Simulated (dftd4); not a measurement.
Cl$_{2}$Sr, singlet, at a GFN2-xTB geometry (such geometries of metal compounds can be far from the true shape); D4 for hf (dftd4 4.2.0).

Here is a job for dftd4.
```
$ dftd4 mol.xyz --func hf --charge 0 --json dftd4.json --noedisp --grad

# file mol.xyz
3

Sr     0.29122395    -0.61094818     0.12088586
Cl     1.08031446     1.07365832    -1.54654975
Cl    -1.73128564     0.29199055     1.27633429
```

Question: Write the output that dftd4 gives for this input, abridged.

Answer: 
```
                    ____  _____ _____     ____  _  _
      -------------|  _ \|  ___|_   _|---|  _ \| || |------------
     |             | | | | |_    | | ___ | | | | || |_           |
     |             | |_| |  _|   | ||___|| |_| |__   _|          |
     |             |____/|_|     |_|     |____/   |_|            |
     |             ===================================           |
     |            E. Caldeweyher, S. Ehlert & S. Grimme          |
     |          Mulliken Center for Theoretical Chemistry        |
     |                    University of Bonn                     |
      -----------------------------------------------------------

Rational (Becke-Johnson) damping: hf-D4-ATM
---------------------
  s6         1.0000
  s8         1.6168
  s9         1.0000
  a1         0.4496
  a2         3.3574
 alp        16.0000
--------------------

Dispersion energy:      -6.2385840997393E-03 Eh

Gradient norm:           1.1240441932144E-03 Eh/a0
--------------------------------------------------
     #    Z           dE/dx      dE/dy      dE/dz
--------------------------------------------------
     1   38 Sr    4.326E-05 -9.075E-05  1.796E-05
     2   17 Cl    5.254E-04  1.974E-04 -5.582E-04
     3   17 Cl   -5.686E-04 -1.067E-04  5.402E-04
--------------------------------------------------

Virial:
--------------------------------------------------
      component           x          y          z
--------------------------------------------------
          x       2.957E-03  7.022E-04 -2.897E-03
          y       7.022E-04  4.465E-04 -8.551E-04
          z      -2.897E-03 -8.551E-04  2.938E-03
--------------------------------------------------

[Info] Dispersion results written to 'dftd4.txt'
[Info] JSON dump of results written to 'dftd4.json'
```
